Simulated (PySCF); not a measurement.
A calculated (B2PLYP, PySCF 2.14, aug-cc-pVTZ with one added diffuse shell each of s, p, d, f, g type, the non-relativistic Hamiltonian (point nucleus)) atom or ion has these occupied shells.

```
shell  electrons  orbital energy (eV)  rms radius, mean of both spins (bohr)
 1s α          1              -5412.9                                 0.0776
 1s β          1              -5412.9                                 0.0776
 2s α          1              -626.36                                  0.336
 2s β          1              -624.88                                  0.336
 2p α          3              -527.25                                  0.304
 2p β          3              -525.88                                  0.304
 3s α          1              -82.863                                   1.04
 3s β          1              -77.829                                   1.04
 3p α          3              -55.037                                   1.13
 3p β          3              -49.179                                   1.13
 3d α          4              -13.087                                   1.69
```

**Question.** Name the element and its charge.

**Answer.** V⁺ (vanadium, charge +1), in [Ar] 3d4, high-spin 5D determinant.
